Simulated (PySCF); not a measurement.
H₄GeO₄, triplet, geometry from GFN2-xTB (a higher spin typed on purpose: for a closed-shell molecule this is an excited state). Base run: DF-TPSS/def2-TZVP run with PySCF.

Here is a job for PySCF.
```python
from pyscf import gto, scf, dft

mol = gto.M(
    atom='''
O     0.564548    1.247405   -0.969958
Ge    0.044223    0.168862    0.338301
O    -1.600919    0.946902    0.729303
O    -0.550881   -1.384836   -0.717281
O     1.527727   -1.386807   -0.258895
H    -0.019697    2.000528   -1.051984
H    -2.181176    0.525668    1.358975
H    -0.568510   -2.238414   -0.285198
H     1.830450   -1.072695   -1.112757
''',
    basis='def2-tzvp',
    charge=0,
    spin=2,
    verbose=4,
)

mf = dft.UKS(mol)
mf.xc = 'tpss'
mf = mf.density_fit(auxbasis='def2-universal-jkfit')
mf.kernel()
mf.analyze()
```

The base run was repeated with changes; each row names its change, and settings that it needs were set with it.

```csv
change,ΔE vs base (mEh),outcome
base,0.000,converged
diis = off; damp = 0.3 (with mf.diis_start_cycle = 200; with mf.max_cycle = 150),-,cut at the time limit
solver = newton; init_guess = 1e,-,cut at the time limit
level_shift = 1.0 (with mf.max_cycle = 100),-,cut at the time limit
DIIS = EDIIS,-,not converged
conv_tol_grad = 1e-3,0.000,converged
```

Open shells are given as the SCF converged; they aren't shown to be the lowest states, and a large step between rows can be another state.
